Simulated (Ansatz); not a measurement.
Relaxation of F5H3OSW (11 atoms, charge 0, multiplicity 1), to a largest force component of 0.03 eV/Å in at most 50 steps.

Method: RHF/def2-SVP (Ansatz 0.2.0).

```xyz
11
Properties=species:S:1:pos:R:3
W 0.350 0.262 -0.353
F -0.080 -0.210 2.660
F 1.688 -0.007 -1.595
F 0.186 1.958 -1.060
F -1.228 0.578 0.539
O 0.754 -1.287 0.444
H 1.081 -2.029 0.958
F -0.765 -0.416 -1.679
S 1.757 1.525 1.145
H 2.243 0.568 1.943
H -0.144 0.696 2.723
```

Question: Where does it end, and by what steps?

Answer: The run converged. After 22 steps the energy has fallen by 0.529 eV; H11 moved furthest, 1.24 Å.

```tsv
step	energy less start (eV)	largest force component (eV/Å)	accepted
0	0.0000	0.881	yes
1	-0.1757	0.917	yes
2	-0.2491	0.685	yes
3	-0.1923	3.202	no
4	-0.2991	0.420	yes
5	-0.3350	0.342	yes
6	-0.3736	0.381	yes
7	-0.3804	0.434	yes
8	-0.3558	1.853	no
9	-0.4000	0.475	yes
10	-0.4155	0.726	yes
11	-0.4387	0.518	yes
12	-0.4651	0.395	yes
13	-0.4690	0.783	yes
14	-0.4974	0.666	yes
15	-0.5197	0.226	yes
16	-0.5237	0.141	yes
17	-0.5257	0.102	yes
18	-0.5271	0.081	yes
19	-0.5277	0.079	yes
20	-0.5284	0.061	yes
21	-0.5286	0.103	yes
22	-0.5289	0.024	yes
```

```xyz
11
Properties=species:S:1:pos:R:3
W 0.534 0.360 -0.414
F -0.493 -0.851 2.958
F 1.653 -0.232 -1.739
F 0.132 1.995 -1.169
F -0.843 0.721 0.819
O 0.945 -1.013 0.682
H 0.721 -1.311 1.565
F -0.814 -0.374 -1.464
S 2.179 1.732 0.602
H 2.812 0.814 1.337
H -0.984 -0.204 2.547
```

Whether the end is a true minimum wasn't checked by a vibrational analysis.

The run took 54 s on 4 threads of Arm Neoverse V1, on a shared host, peak memory 0.46 GiB.
